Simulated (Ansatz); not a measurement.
`C#CB(O)F` and `OB(F)[SiH2]Br` differ in one atom or group.

Ansatz, PBE0-D4/def2-TZVP geometries, multiplicity 1. Each molecule was computed in one conformer, which needn't be the lowest.

Scalar relativity is left out up to krypton.

```csv
property,`C#CB(O)F`
LUMO energy (B3LYP/def2-TZVPP) / eV,-1.25
LUMO energy (ωB97M-V/def2-TZVPP) / eV,1.12
LUMO energy (PBE0/def2-TZVPP) / eV,-1.02
zero-point energy (PBE0-D4/def2-TZVP) / kJ/mol,108.5
size of the dipole moment (B3LYP/def2-TZVPP) / D,2.92
HOMO energy (PBE0/def2-TZVPP) / eV,-8.69
```

Problem. What does the change do to each property? (Estimate.)

Solution. Ansatz gave: 
```
                                        property  `OB(F)[SiH2]Br`  shift
             LUMO energy (B3LYP/def2-TZVPP) / eV            -1.17   0.08
           LUMO energy (ωB97M-V/def2-TZVPP) / eV             1.01  -0.11
              LUMO energy (PBE0/def2-TZVPP) / eV            -0.98   0.04
  zero-point energy (PBE0-D4/def2-TZVP) / kJ/mol            106.5   -2.0
size of the dipole moment (B3LYP/def2-TZVPP) / D             0.94  -1.98
              HOMO energy (PBE0/def2-TZVPP) / eV            -8.42   0.27
```

The zero-point energy changes by -2.0 kJ/mol with +3 modes. Dipoles are sizes alone; their direction can turn.

B3LYP here is the variant with VWN-RPA as its local correlation; programs differ in this.

Spin–orbit coupling is left out; it splits and shifts lone-pair levels of the heavy atoms by tenths of an eV.
